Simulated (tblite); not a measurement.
CH₄N (SMILES [CH2-]N), charge -1, singlet, at a GFN2-xTB geometry; GFN1-xTB (tblite).

Here is a job for tblite.
```
$ tblite run mol.xyz --method gfn1 --charge -1 --spin 0 --spin-polarized --json tblite.json --no-restart

# file mol.xyz
6

C     -0.08198403     0.82858640    -0.00681169
N      0.04689124    -0.73190230     0.00619811
H     -0.49812098    -1.02854792     0.82390464
H     -0.50963896    -1.04302318    -0.79826373
H      0.59202741     1.11962037     0.87526805
H      0.57939804     1.10374838    -0.90342560
```

Q: Write the output that tblite gives for this input, abridged.

A: 
```
xTB calculator
 | screened Coulomb repulsion
 | Coulomb electrostatics
 |  * isotropic Klopman-Ohno-Mataga-Nishimoto electrostatics
 |  * onsite third-order electrostatics
 | DFT-D3(BJ) dispersion correction
 | Interactions (1)
 | [1] spin polarization

halogen bonding energy    0.0000000000000E+00 Eh
repulsion energy          5.7600425221027E-02 Eh
dispersion energy        -8.6473970724752E-04 Eh
interaction energy        0.0000000000000E+00 Eh
number of electrons       1.4000000000000E+01 e
integral cutoff           1.9731147476801E+01 bohr

------------------------------------------------------------
  cycle        total energy    energy error   density error
------------------------------------------------------------
      1     -7.543484546816  -7.6002202E+00   4.1172745E-01
      2     -7.557068869973  -1.3584323E-02   2.2694950E-01
      3     -7.558894208492  -1.8253385E-03   3.0840379E-02
      4     -7.559163006122  -2.6879763E-04   2.4415498E-03
      5     -7.559171129375  -8.1232532E-06   8.4489653E-04
      6     -7.559172344724  -1.2153496E-06   3.4255361E-05
      7     -7.559172344797  -7.3021589E-11   4.0082820E-06
------------------------------------------------------------

electronic energy        -7.6159080303113E+00 Eh
total energy             -7.5591723447975E+00 Eh

Post processing:
 | Mayer-Wiberg bond orders

[Info] JSON dump of results written to 'tblite.json'
```
